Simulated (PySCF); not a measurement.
LDA on He (helium, neutral), 1s1 2p1, high-spin 3P determinant (an excited configuration). All numbers are calculated (PySCF 2.14, no relativity, point nucleus, in dyall-acv3z).

```
cycle= 1 E= -1.9662491056437  delta_E= -0.00108  |g|= 0.00597  |ddm|= 0.035
cycle= 2 E= -1.9662647392278  delta_E= -1.56e-05  |g|= 0.000792  |ddm|= 0.00556
cycle= 3 E= -1.96626503108744  delta_E= -2.92e-07  |g|= 5.9e-06  |ddm|= 0.000601
cycle= 4 E= -1.96626503109775  delta_E= -1.03e-11  |g|= 2.6e-08  |ddm|= 5.95e-06
converged SCF energy = -1.96626503109775  <S^2> = 2  2S+1 = 3
```

Highest occupied orbital energy: 3.469 eV; ⟨L²⟩ = 2.00; populations by l: s 1.00, p 1.00, d 0.00.

Q: Can this result be used?

A: Not for this state. The run converged. The outer electron is Rydberg-like, and this basis confines it to a smaller radius and binds it less than a complete one would. At LDA the highest occupied level has a positive energy, so only the finite basis holds that electron; for this excited configuration the basis is too tight for the outer shell.
